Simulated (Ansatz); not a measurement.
Gas-phase electronic energies from Ansatz, PBE0-D4/def2-TZVP geometries. CCSD(T)/CBS is the MP2 limit (def2-TZVPP, def2-QZVPP) plus CCSD(T) − MP2 in def2-TZVPP, frozen cores. DFT in def2-TZVPP. Each species was taken in one conformer, which may not be the lowest.

Reaction (isomerisation): `O[SiH2]CBF` → `FBOC[SiH3]`

`O[SiH2]CBF`:

Cartesian coordinates in Å:
```
O -1.096 -1.446 0.980
Si -1.095 0.144 0.559
C 0.101 0.448 -0.867
B 1.536 0.155 -0.396
F 1.923 -1.117 -0.261
H -0.249 -1.892 1.043
H -0.714 1.015 1.706
H -2.482 0.463 0.148
H -0.227 -0.239 -1.654
H -0.033 1.483 -1.194
H 2.336 0.985 -0.064
```

`FBOC[SiH3]`:

Cartesian coordinates in Å:
```
F -0.224 1.986 1.471
B -0.070 2.054 0.149
O 0.406 1.011 -0.544
C 0.763 -0.227 0.073
Si -0.531 -1.553 -0.316
H -0.358 3.059 -0.425
H 1.736 -0.521 -0.329
H 0.875 -0.111 1.155
H -1.850 -1.122 0.215
H -0.630 -1.752 -1.784
H -0.118 -2.825 0.334
```

```tsv
species	B2PLYP energy (Eh)
`O[SiH2]CBF`	-531.06468
`FBOC[SiH3]`	-531.03747
```

Task: Work out ΔE.

Result: ΔE = (-531.03747) − (-531.06468) = 0.02721 Eh = +71.4 kJ/mol. CCSD(T)/CBS gives +78.4 kJ/mol.

Largest T1 diagnostic among the species: 0.013.

In def2-TZVPP, CCSD(T) changes the Hartree–Fock value by +5.8 kJ/mol (the triples alone add −0.5 kJ/mol) and MP2 by +16.2 kJ/mol. From PBE to PBE0 (25 % exact exchange), in def2-TZVPP and without D4, ΔE moves by +5.9 kJ/mol.
